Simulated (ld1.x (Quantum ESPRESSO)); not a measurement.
# Building the TM potential for Ge (Z = 32) (LDA (PZ), scalar-relativistic).

```
Element                 : germanium
Generator               : ld1.x (Quantum ESPRESSO) 7.5
Type                    : norm-conserving Troullier–Martins (Kleinman–Bylander form)
Functional              : LDA (PZ)
Relativity              : scalar-relativistic
Frozen core             : [Ar] 3d10
Valence charge          : 4
Reference configuration : 4s2 4p2
Partial waves           : 4p (bound): rc 1.90 bohr; 4d channel at 0.3 Ry: rc 1.90 bohr; 4s (bound): rc 1.85 bohr
Local potential         : the s channel
Core correction         : Bessel-smoothed model core inside 1.15 bohr
```

All-electron outer shells of the reference configuration (LDA (PZ), scalar-relativistic, ld1.x):

| shell | level (eV) | outermost node (bohr) | outermost maximum (bohr) |
| --- | --- | --- | --- |
| 3p | -115.38 | 0.23 | 0.54 |
| 3d | -29.55 | – | 0.50 |
| 4s | -11.95 | 0.77 | 1.73 |
| 4p | -4.05 | 0.82 | 2.19 |

What the tests gave:

```json
{"Cutoffs needed": "25 Ry and 40 Ry (the cutoffs (Ry, on a coarse ladder) from which the occupation-weighted sum of valence levels, in a spherical-Bessel basis at the reference potential, stays within 10 and 1 mRy of its value at 400 Ry)", "Ghost test": "ghost state, extra bound levels that the all-electron valence spectrum of the same l lacks: d at -95.4 eV; a true bound ghost makes a file unfit for plane-wave use (spherical-Bessel basis up to 400 Ry, 20 bohr box)", "Largest excitation error": "-256 meV (all-electron minus pseudo) for 4s1 4p0, out of 7 test configurations"}
```

Generation and tests took about 1.6 s on one core of a shared server CPU.
